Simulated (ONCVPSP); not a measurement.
## B (Z = 5), ONCV: configuration errors across variants

```
Element                 : boron
Generator               : ONCVPSP 4.0.1
Type                    : optimised norm-conserving Vanderbilt (ONCV)
Functional              : PBE
Relativity              : scalar-relativistic
Frozen core             : [He]
Valence charge          : 3
Reference configuration : 2s2 2p0.5 (charge +0.5)
Partial waves           : 2s: rc 1.35 bohr, ncon 4, nbas 9, qcut 5.7 1/bohr, local; 2p: rc 2.90 bohr, ncon 4, nbas 8, qcut 5.2 1/bohr, 2 projectors, debl 2 Ha
Local potential         : the s channel
Core correction         : Teter function, fcfact 1.5, rcfact 1.05
```

All-electron excitation energies from the reference (eV): (1) 2s2 2p1 -2.887; (2) 2s2 2p0 5.332; (3) 2s1 2p0 30.754; (4) 2s0 2p3 8.834.

Errors AE − PS in meV (a dash: test not solved or not reliable):

```tsv
change	(1)	(2)	(3)	(4)	bound ghosts	GHOST(+) flags above zero
base	+9.5	+26	+140	+0.7	none	none
core correction Teter function, fcfact 1.9, rcfact 1.05	+9.5	+26	+142	+0.7	none	none
core correction Teter function, fcfact 2.7, rcfact 1.05	+9.6	+26	+146	+0.5	none	none
core correction Teter function, fcfact 4, rcfact 1.05	+9.6	+26	+149	+0.1	none	none
core correction Teter function, fcfact 4.8, rcfact 1.05	+9.7	+26	+149	0.0	none	none
core correction Teter function, fcfact 7.4, rcfact 1.05	+9.7	+26	+148	-0.4	none	none
```

Question: Give the same row for: core correction Teter function, fcfact 6.4, rcfact 1.05.

Answer: +9.7, +26, +149, -0.3; bound ghosts: none; GHOST(+) flags above zero: none.
